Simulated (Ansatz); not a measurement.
Coupled-cluster diagnostics for Sn₂Te₃, Ansatz.

Geometry of the singlet (PBE0-D4/def2-SVP):

Cartesian coordinates in Å:
```
Sn -0.3844 0.1903 -2.2627
Sn 0.3193 -1.3587 1.0943
Te -2.0718 -1.0066 -0.5390
Te 1.7410 0.8610 -0.3242
Te 0.3958 1.3140 2.0316
```

In the def2 sets Sn, Te take a core potential; there is no spin–orbit coupling. Correlated methods freeze 20 core orbitals; core or outer-core shells of Sn, Te are correlated, in sets that lack core-valence functions. Another isomer (singlet) lies 0.42 eV lower at PBE0-D4/def2-TZVP; other spin states weren't run for this one.

Problem. Estimate the CCSD(T) correlation energy, the shares of MP2 and (T), T1 and the reference's ⟨S²⟩ for: charge 0, singlet, own geometry in def2-SVP; and the rough time on 4 threads of Arm Neoverse V2 on a shared host.

Solution. 
| state | basis | correlation (eV) | MP2 share (%) | (T) share (%) | T1 | ⟨S²⟩ (pure) | wall time |
| --- | --- | --- | --- | --- | --- | --- | --- |
| charge 0, singlet, own geometry | def2-SVP | -16.111 | 90.9 | 4.9 | 0.016 | 0.00 (0.00) | 49 s |
Customary marks for T1 are 0.02 (closed shells), 0.045 (open shells) and about 0.05 (3d metals). T1 stays under 0.02 throughout.
